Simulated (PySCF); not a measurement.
## Sn: interval between two levels

Sn [Kr] 4d10 5s2 5p2 [3P2, M_J = 2] → Sn [Kr] 4d10 5s1 5p2 6s1 [5P3, M_J = 3], as a difference of total energies. Computed with PySCF 2.14 in x2c-TZVPall-2c with one added diffuse shell each of s, p, d, f type (9s10p6d3f, 90 functions), with the two-component X2C-1e Hamiltonian. Correlated levels: [Ar] 3d10 frozen; the 6 highest virtual spinors dropped. "Screened" scales the spin-orbit matrix elements by Boettger's factors to mimic the two-electron term; Breit and QED terms are absent.

| method | interval between two levels (cm⁻¹) |
| --- | --- |
| GHF (spin-free) | 67726 |
| GMP2 (spin-free) | 80924 |
| GHF (screened spin-orbit) | 68377 |
| GMP2 (screened spin-orbit) | 81451 |

The labels give the starting determinants; with spin-orbit coupling the two ends relaxed to ⟨J²⟩ = 6.01, ⟨L²⟩ = 2.33, ⟨S²⟩ = 1.88 and ⟨J²⟩ = 12.02, ⟨L²⟩ = 2.06, ⟨S²⟩ = 5.99.

The promoted electron is Rydberg-like, and one or two diffuse shells describe it only roughly, which tends to raise the upper state.
